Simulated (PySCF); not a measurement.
CH6N2OW, SMILES [CH3][W](=[NH])([NH2])=[O], multiplicity 1. Geometry: B3LYP-D3(BJ)/def2-SVP. The spin state was assumed, not searched. The structure was generated by enumeration; whether it is a known compound was not checked. The def2 effective core potentials stand for the cores of W; spin–orbit coupling is left out. One conformer was computed; it need not be the lowest.

Method: B3LYP-D3(BJ)/def2-SVP in PySCF.

Harmonic wavenumbers (cm⁻¹): 177, 192, 203, 208, 224, 276, 407, 531, 540, 561, 648, 656, 666, 706, 729, 966, 1009, 1217, 1414, 1418, 1518, 3020, 3116, 3127, 3533, 3595, 3627. Rotational constants (GHz): 3.379, 3.053, 2.942; symmetry number 1.

Task: Work out the zero-point energy and the ideal-gas rigid-rotor harmonic-oscillator thermochemistry at 298.15 K and 1 atm.

Result: ZPE = ½ Σ hcν = ½ × 34284 cm⁻¹ = 49.01 kcal/mol. H − E(el) = 54.43 kcal/mol. Entropy in cal/(mol K): translation 42.40, rotation 26.76, vibration 16.76, total 85.93. G − E(el) = 28.81 kcal/mol. Cp = 29.35 cal/(mol K).
